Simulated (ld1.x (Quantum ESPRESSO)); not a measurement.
## Cu (Z = 29): excitation energies, all-electron against RRKJ

```
Element                 : copper
Generator               : ld1.x (Quantum ESPRESSO) 7.5
Type                    : norm-conserving RRKJ (Kleinman–Bylander form)
Functional              : PBE
Relativity              : scalar-relativistic
Frozen core             : [Ar]
Valence charge          : 11
Reference configuration : 3d10 4s0.5 4p0 (charge +0.5)
Partial waves           : 4p (bound, empty): rc 2.25 bohr; 3d (bound): rc 1.40 bohr; 4s (bound): rc 1.55 bohr
Local potential         : the s channel
Core correction         : none
rho0                    : 0.005
```

Energies are relative to the spin-unpolarised reference configuration 3d10 4s0.5 4p0; without spin polarisation the order of configurations can differ from experiment. The frozen-core shift is the all-electron ΔE with the core orbitals held at their reference shape minus the fully relaxed ΔE.

```csv
valence configuration,charge,ΔE all-electron (eV),error AE − PS (meV),frozen-core shift (meV)
3d9 4s0 4p0,+2,26.318,-153,+63
3d9 4s2 4p0,0,-1.192,-186,+73
3d7 4s0 4p0,+4,125.047,-2521,+1772
3d9 4s1 4p0,+1,8.416,-178,+62
3d9 4s1 4p1,0,3.648,-218,+68
```

(1) What are ΔE and the potential's error for 3d10 4s1 4p0?

(2) What are ΔE and the potential's error for 3d10 4s0 4p0?

## Answers

(1) ΔE = -3.162 eV all-electron; the error (AE − PS) is +2.4 meV.

(2) ΔE = 4.986 eV all-electron; the error (AE − PS) is +4.5 meV.
